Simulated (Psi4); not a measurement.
C₄H₄N (SMILES [c]1cc[nH]c1), doublet (typed; the unrestricted solution is spin-contaminated), geometry from GFN2-xTB; MP2/6-311G** (Psi4 1.11).

Input for Psi4:
```
memory 2 GB

molecule {
0 2
  H    -0.02216819    0.02578181    2.07218703
  N    -0.01100368    0.03722541    1.06501021
  C     0.01577759    1.15962534    0.28207507
  C    -0.02026850   -1.06664492    0.26860244
  C     0.02280243    0.72853871   -1.00533804
  C     0.00054728   -0.66735377   -1.04553609
  H     0.02721740    2.14433730    0.70122733
  H    -0.04086179   -2.05616890    0.68202308
  H    -0.00031443   -1.29952021   -1.90932923
}

set basis 6-311g**
set reference uhf
set freeze_core true
set mp2_type conv
set scf_type pk
set puream true
set d_convergence 1e-8

energy('mp2')
print_variables()
```

What does Psi4 print? Leave out banner, timings and long lists.


```
   => Loading Basis Set <=

    Name: 6-311G**
    Role: ORBITAL
    Keyword: BASIS

         ---------------------------------------------------------
                                   SCF
               by Justin Turney, Rob Parrish, Andy Simmonett
                          and Daniel G. A. Smith
                              UHF Reference
         ---------------------------------------------------------

  ==> Geometry <==

    Molecular point group: c1
    Full point group: C1

    Geometry (in Angstrom), charge = 0, multiplicity = 2:

       Center              X                  Y                   Z               Mass
    ------------   -----------------  -----------------  -----------------  -----------------
         H           -0.022710491644     0.007966734397     2.095367928092     1.007825032230
         N           -0.011545981644     0.019410334397     1.088191108092    14.003074004430
         C            0.015235288356     1.141810264397     0.305255968092    12.000000000000
         C           -0.020810801644    -1.084459995603     0.291783338092    12.000000000000
         C            0.022260128356     0.710723634397    -0.982157141908    12.000000000000
         C            0.000004978356    -0.685168845603    -1.022355191908    12.000000000000
         H            0.026675098356     2.126522224397     0.724408228092     1.007825032230
         H           -0.041404091644    -2.073983975603     0.705203978092     1.007825032230
         H           -0.000856731644    -1.317335285603    -1.886148331908     1.007825032230

  Running in c1 symmetry.

  Rotational constants: A =      0.34618  B =      0.30483  C =      0.16210 [cm^-1]
  Rotational constants: A =  10378.28844  B =   9138.45745  C =   4859.49593 [MHz]
  Nuclear repulsion =  153.694130295862919

  Charge       = 0
  Multiplicity = 2
  Electrons    = 35
  Nalpha       = 18
  Nbeta        = 17

  ==> Algorithm <==

  SCF Algorithm Type is PK.
  DIIS enabled.
  MOM disabled.
  Fractional occupation disabled.
  Guess Type is SAD.
  Energy threshold   = 1.00e-08
  Density threshold  = 1.00e-08
  Integral threshold = 1.00e-12

  ==> Primary Basis <==

  Basis Set: 6-311G**
    Blend: 6-311G**
    Number of shells: 56
    Number of basis functions: 114
    Number of Cartesian functions: 119
    Spherical Harmonics?: true
    Max angular momentum: 2

  ==> Integral Setup <==

  Using in-core PK algorithm.
   Calculation information:
      Number of atoms:                   9
      Number of AO shells:              56
      Number of primitives:            109
      Number of atomic orbitals:       119
      Number of basis functions:       114

      Integral cutoff                 1.00e-12
      Number of threads:                 1

  Performing in-core PK
  Using 42974580 doubles for integral storage.
  We computed 1199806 shell quartets total.
  Whereas there are 1274406 unique shell quartets.

  ==> DiskJK: Disk-Based J/K Matrices <==

    J tasked:                  Yes
    K tasked:                  Yes
    wK tasked:                  No
    Schwarz Cutoff:          1E-12

  Minimum eigenvalue in the overlap matrix is 8.5215955637E-04.
  Reciprocal condition number of the overlap matrix is 1.3035639197E-04.
    Using symmetric orthogonalization.

  ==> Pre-Iterations <==

  SCF Guess: Superposition of Atomic Densities via on-the-fly atomic UHF (no occupation information).

   -------------------------
    Irrep   Nso     Nmo
   -------------------------
     A        114     114
   -------------------------
    Total     114     114
   -------------------------

  ==> Iterations <==

                        Total Energy        Delta E     RMS |[F,P]|

   @UHF iter SAD:  -207.92696356603372   -2.07927e+02   0.00000e+00
   @UHF iter   1:  -208.08609371159852   -1.59130e-01   3.65973e-03 DIIS/ADIIS
   @UHF iter   2:  -208.18002383948840   -9.39301e-02   1.61606e-03 DIIS/ADIIS
   @UHF iter   3:  -208.19757749109365   -1.75537e-02   3.97126e-04 DIIS/ADIIS
   @UHF iter   4:  -208.19989284869084   -2.31536e-03   1.39127e-04 DIIS/ADIIS
   @UHF iter   5:  -208.20031149610716   -4.18647e-04   1.00529e-04 DIIS/ADIIS
   @UHF iter   6:  -208.20066983333021   -3.58337e-04   8.11889e-05 DIIS
   @UHF iter   7:  -208.20113725607592   -4.67423e-04   6.94677e-05 DIIS
   @UHF iter   8:  -208.20158470382157   -4.47448e-04   6.09984e-05 DIIS
   @UHF iter   9:  -208.20214655441401   -5.61851e-04   4.91549e-05 DIIS
   @UHF iter  10:  -208.20261458921993   -4.68035e-04   3.41605e-05 DIIS
   @UHF iter  11:  -208.20279166822610   -1.77079e-04   2.08905e-05 DIIS
   @UHF iter  12:  -208.20285554826944   -6.38800e-05   1.01118e-05 DIIS
   @UHF iter  13:  -208.20286234594587   -6.79768e-06   3.50763e-06 DIIS
   @UHF iter  14:  -208.20286282456883   -4.78623e-07   1.52723e-06 DIIS
   @UHF iter  15:  -208.20286288567996   -6.11111e-08   7.59828e-07 DIIS
   @UHF iter  16:  -208.20286290414572   -1.84658e-08   3.75803e-07 DIIS
   @UHF iter  17:  -208.20286290965271   -5.50699e-09   1.98156e-07 DIIS
   @UHF iter  18:  -208.20286291140553   -1.75282e-09   9.46792e-08 DIIS
   @UHF iter  19:  -208.20286291183086   -4.25331e-10   4.19579e-08 DIIS
   @UHF iter  20:  -208.20286291187830   -4.74358e-11   1.89378e-08 DIIS
   @UHF iter  21:  -208.20286291189112   -1.28182e-11   8.97718e-09 DIIS
  Energy and wave function converged.

  ==> Post-Iterations <==

   @Spin Contamination Metric:   1.928030293E-01
   @S^2 Expected:                7.500000000E-01
   @S^2 Observed:                9.428030293E-01
   @S   Expected:                5.000000000E-01
   @S   Observed:                5.000000000E-01

    Orbital Energies [Eh]
    ---------------------

    Alpha Occupied:

[...]
    Alpha Virtual:

[...]
    Beta Occupied:

[...]
    Beta Virtual:

[...]
     114A     37.022457

    Final Occupation by Irrep:
              A
    DOCC [    17 ]
    SOCC [     1 ]
    NA   [    18 ]
    NB   [    17 ]

  @UHF Final Energy:  -208.20286291189112

[...]
    Total Energy =                       -208.2028629118911169
  DIE_IF_NOT_CONVERGED          => (empty)
[...]
  FREEZE_CORE                   => TRUE            !
  FREEZE_CORE_POLICY            => (empty)
  FROZEN_DOCC                   => (empty)
  FROZEN_UOCC                   => (empty)
  INTEGRAL_PACKAGE              => (empty)
  IP_POLES                      => (empty)
  LEVEL_SHIFT                   => (empty)
  LITERAL_CFOUR                 => (empty)
  LS_THC_BASIS_TOLERANCE        => (empty)
  LS_THC_DF                     => (empty)
  LS_THC_PRUNING_SCHEME         => (empty)
  LS_THC_RADIAL_POINTS          => (empty)
  LS_THC_SPHERICAL_POINTS       => (empty)
  LS_THC_S_EPSILON              => (empty)
  LS_THC_WEIGHTS_TOLERANCE      => (empty)
  MAT_NUM_COLUMN_PRINT          => (empty)
  MAX_MOGRAD_CONVERGENCE        => (empty)
  MAX_RADIAL_MOMENT             => (empty)
  MBIS_D_CONVERGENCE            => (empty)
  MBIS_MAXITER                  => (empty)
  MBIS_PRUNING_SCHEME           => (empty)
  MBIS_RADIAL_POINTS            => (empty)
  MBIS_SPHERICAL_POINTS         => (empty)
  MOGRAD_DAMPING                => (empty)
  MOLDEN_WITH_VIRTUAL           => (empty)
  MO_MAXITER                    => (empty)
  MO_READ                       => (empty)
  MO_STEP_MAX                   => (empty)
  MO_WRITE                      => (empty)
  MP2_OS_SCALE                  => (empty)
  MP2_SOS_SCALE                 => (empty)
  MP2_SOS_SCALE2                => (empty)
  MP2_SS_SCALE                  => (empty)
  MP2_TYPE                      => CONV            !
  MP_TYPE                       => (empty)
  NAT_ORBS                      => (empty)
  NUM_FROZEN_DOCC               => (empty)
  NUM_FROZEN_UOCC               => (empty)
  NUM_GPUS                      => (empty)
  OCC_ORBS_PRINT                => (empty)
  OEPROP                        => (empty)
  OPT_METHOD                    => (empty)
  ORBITAL_OPTIMIZER_PACKAGE     => (empty)
  ORB_OPT                       => FALSE           !
  ORB_RESP_SOLVER               => (empty)
  ORTH_TYPE                     => (empty)
  OS_SCALE                      => (empty)
  PARENT_SYMMETRY               => (empty)
  PCG_BETA_TYPE                 => (empty)
  PCG_CONVERGENCE               => (empty)
  PCG_MAXITER                   => (empty)
  PCM                           => (empty)
  PE                            => (empty)
  PRINT                         => (empty)
  PRINT_NOONS                   => (empty)
  PROPERTIES                    => (empty)
  PROPERTIES_ORIGIN             => (empty)
  PUREAM                        => TRUE            !
  QC_MODULE                     => (empty)
  RAS1                          => (empty)
  RAS2                          => (empty)
  RAS3                          => (empty)
  RAS4                          => (empty)
  RELATIVISTIC                  => (empty)
  RELAXED                       => (empty)
  REMP_A                        => (empty)
  RESTRICTED_DOCC               => (empty)
  RESTRICTED_UOCC               => (empty)
  RMS_MOGRAD_CONVERGENCE        => (empty)
  R_CONVERGENCE                 => (empty)
  SCF_TYPE                      => PK              !
  SCREENING                     => (empty)
  SCS_TYPE                      => (empty)
  SOCC                          => (empty)
  SOS_TYPE                      => (empty)
  SPIN_SCALE_TYPE               => NONE            !
  SS_SCALE                      => (empty)
  SYMMETRIZE                    => (empty)
  TPDM_ABCD_TYPE                => (empty)
  WFN                           => (empty)
  WFN_TYPE                      => OMP2            !
  WRITER_FILE_LABEL             => (empty)
  ZORA_BASIS_TOLERANCE          => (empty)
  ZORA_NR_DEBUG                 => (empty)
  ZORA_PRUNING_SCHEME           => (empty)
  ZORA_RADIAL_POINTS            => (empty)
  ZORA_SPHERICAL_POINTS         => (empty)

 ==============================================================================
 ==============================================================================
 ==============================================================================

                             MP2
                    Program Written by Ugur Bozkaya,
              Additional Contributions by J. P. Misiewicz

 ==============================================================================
 ==============================================================================
 ==============================================================================

	MO spaces per irreps...

	IRREP   FC   AOCC  BOCC  AVIR    BVIR  FV
	==========================================
	   A     5    13    12    96     97     0
	==========================================

	Computing MP2 energy using SCF MOs (Canonical MP2)...
	==============================================================================
	Nuclear Repulsion Energy (a.u.)    :   153.69413029586292
	SCF Energy (a.u.)                  :  -208.20286291189112
	REF Energy (a.u.)                  :  -208.20286291189112
	Alpha-Alpha Contribution (a.u.)    :    -0.09693728981601
	Alpha-Beta Contribution (a.u.)     :    -0.50068500466534
	Beta-Beta Contribution (a.u.)      :    -0.08657710360250
	Scaled_SS Correlation Energy (a.u.):    -0.06117146447284
	Scaled_OS Correlation Energy (a.u.):    -0.60082200559841
	SCS-MP2 Total Energy (a.u.)        :  -208.86485638196240
	SOS-MP2 Total Energy (a.u.)        :  -208.80368491748953
	SCSN-MP2 Total Energy (a.u.)       :  -208.52584824430770
	SCS-MP2-VDW Total Energy (a.u.)    :  -208.93549691457201
	SOS-PI-MP2 Total Energy (a.u.)     :  -208.90382191842261
	MP2 Correlation Energy (a.u.)      :    -0.68419939808386
	MP2 Total Energy (a.u.)            :  -208.88706230997497
	==============================================================================

  Variable Map:
  ----------------------------------------------------------------------------
[...]
  Array Variable Map:
  ----------------------------------------------------------------------------
[...]
[...]
```
